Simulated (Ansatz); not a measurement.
`CB[TeH]` + `NCC(O)=S` → `NCB[TeH]` + `CC(O)=S`  (formal exchange of groups at a B–C bond)

Program: Ansatz. Geometries: PBE0-D4/def2-TZVP. ΔE: electronic, gas phase. CBS: MP2 limit from def2 TZ/QZ plus the TZ coupled-cluster correction, frozen cores. Functionals use def2-TZVPP. B3LYP here is the variant with VWN-RPA as its local correlation; programs differ in this. Elements past krypton have def2 core potentials. For Te outer-core shells are correlated without core-valence functions, which leaves a few kJ/mol of doubt a bond. One conformer a species, not always the lowest.

```tsv
species	B3LYP energy (Eh)
`CB[TeH]`	-334.12007
`NCC(O)=S`	-607.50151
`NCB[TeH]`	-389.48341
`CC(O)=S`	-552.13298
```

(1) Work out ΔE.

Largest T1 diagnostic among the species: 0.017.

Results:

(1) ΔE = (-389.48341) + (-552.13298) − (-334.12007) − (-607.50151) = 0.00519 Eh = +0.14 eV. CCSD(T)/CBS gives +0.14 eV.
